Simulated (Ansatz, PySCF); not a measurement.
Breaking the N3–H4 bond in CdH3N (SMILES [NH2][CdH]) (multiplicity 1 held, fragments rigid). Energies count from the point at 1.013 Å.
Geometry at that point (charge 0, multiplicity 1):
```json
[
 {"atom": "Cd", "x (Å)": "-0.1932", "y (Å)": "-0.0408", "z (Å)": "-0.2275"},
 {"atom": "H", "x (Å)": "-1.2093", "y (Å)": "-0.2364", "z (Å)": "-1.5204"},
 {"atom": "N", "x (Å)": "1.1617", "y (Å)": "0.2684", "z (Å)": "1.2504"},
 {"atom": "H", "x (Å)": "1.4991", "y (Å)": "-0.5755", "z (Å)": "1.6986"},
 {"atom": "H", "x (Å)": "0.8497", "y (Å)": "0.8903", "z (Å)": "1.9872"}
]
```

Unrestricted levels (U-) break spin symmetry where that is lower. Active spaces are followed from a long bond inwards. Levels need not reach the same state.

Correlated levels freeze the cores. Rows in LANL2DZ carry no dispersion term and start afresh at each structure. LANL2DZ brings its own core potentials from Na on.

Codes used: Ansatz (Gaussian basis) for Hartree–Fock, density functionals and correlated methods; PySCF for LANL2DZ rows. Values without a source in brackets are computed. In def2 rows elements past Kr take small-core potentials, without spin–orbit coupling.

Energies in eV.

| R (Å) | U-HF/LANL2DZ | U-B3LYP/def2-TZVPP | U-wB97X-V/def2-TZVPP | FIC-MRCISD+Q on CASSCF(2,2)/def2-TZVPP |
|---|---|---|---|---|
| 0.811 | 1.48 | 1.42 | 1.45 | 1.42 |
| 0.912 | 0.27 | 0.28 | 0.28 | 0.27 |
| 1.013 | 0.00 | 0.00 | 0.00 | 0.00 |
| 1.115 | 0.22 | 0.18 | 0.19 | 0.19 |
| 1.216 | 0.69 | 0.60 | 0.62 | 0.62 |
| 1.368 | 1.59 | 1.40 | 1.46 | 1.43 |
| 1.520 | 2.50 | 2.23 | 2.35 | 2.24 |
| 1.773 | 3.27 | 3.46 | 3.69 | 3.36 |
| 2.027 | 3.51 | 4.23 | 4.45 | 4.10 |
| 2.331 | 3.59 | 4.60 | 4.75 | 4.56 |
| 2.736 | 3.59 | 4.76 | 4.86 | 4.78 |
| 3.243 | 3.59 | 4.82 | 4.89 | 4.84 |

Doubts at one or more of the structures used: a spin-contaminated determinant (U-HF/LANL2DZ, U-B3LYP/def2-TZVPP, U-wB97X-V/def2-TZVPP).

Ansatz is a quantum-chemistry and plane-wave program.
